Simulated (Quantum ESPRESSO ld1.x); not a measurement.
Problem. The table gives one normalised radial function P(r) = r R(r) of Co19+ in [He] 2s2 2p4 (r in bohr). Method: scalar-relativistic Kohn-Sham, PW91, spin-unpolarised, spherical densities, point nucleus; computed with ld1.x of Quantum ESPRESSO 7.5.

| r | P |
|---|---|
| 0.002886 | 0.0058 |
| 0.003582 | 0.0087 |
| 0.004481 | 0.0132 |
| 0.005562 | 0.0197 |
| 0.006958 | 0.0299 |
| 0.008636 | 0.0445 |
| 0.0108 | 0.0670 |
| 0.01341 | 0.0989 |
| 0.01678 | 0.1468 |
| 0.02082 | 0.2130 |
| 0.02605 | 0.3093 |
| 0.03233 | 0.4364 |
| 0.04044 | 0.6116 |
| 0.0502 | 0.8270 |
| 0.0628 | 1.0972 |
| 0.07794 | 1.3904 |
| 0.09751 | 1.6983 |
| 0.121 | 1.9521 |
| 0.1514 | 2.1064 |
| 0.1879 | 2.0905 |
| 0.2351 | 1.8709 |
| 0.2918 | 1.4878 |
| 0.365 | 1.0035 |
| 0.453 | 0.5701 |
| 0.5668 | 0.2502 |
| 0.7034 | 0.0845 |
| 0.88 | 0.0188 |
| 1.092 | 0.0028 |
| 1.366 | 0.0002 |
| 1.696 | 0.0000 |

Which n and l does it have? It may be an empty orbital.

Solution. n = 2, l = 1: the number of nodes gives n - l - 1 = 0, the rise at small r (about r^(l+1)) gives l, and the extent must fit the shell. The curve is that of 2p. 2p: eigenvalue -1562.8 eV, 0 radial nodes, <r> = 0.212 bohr, 90 % of the charge inside 0.344 bohr.
